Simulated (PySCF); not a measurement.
A calculated (PBE, PySCF 2.14, ANO-RCC-VTZP, scalar relativity by spin-free X2C-1e) atom or ion has these occupied shells.

| shell | electrons | orbital energy (eV) | rms radius, mean of both spins (bohr) |
| --- | --- | --- | --- |
| 1s β | 1 | -4899.5 | 0.0804 |
| 1s α | 1 | -4899.5 | 0.0804 |
| 2s α | 1 | -570.97 | 0.353 |
| 2s β | 1 | -570.66 | 0.353 |
| 2p α | 3 | -478.32 | 0.322 |
| 2p β | 3 | -478.07 | 0.322 |
| 3s α | 1 | -95.517 | 1.06 |
| 3s β | 1 | -94.522 | 1.06 |
| 3p α | 3 | -71.391 | 1.14 |
| 3p β | 3 | -70.394 | 1.14 |
| 3d α | 1 | -35.538 | 1.41 |

Name the element and its charge.

Ti(3+) (titanium, charge +3), in [Ar] 3d1, 2D determinant.
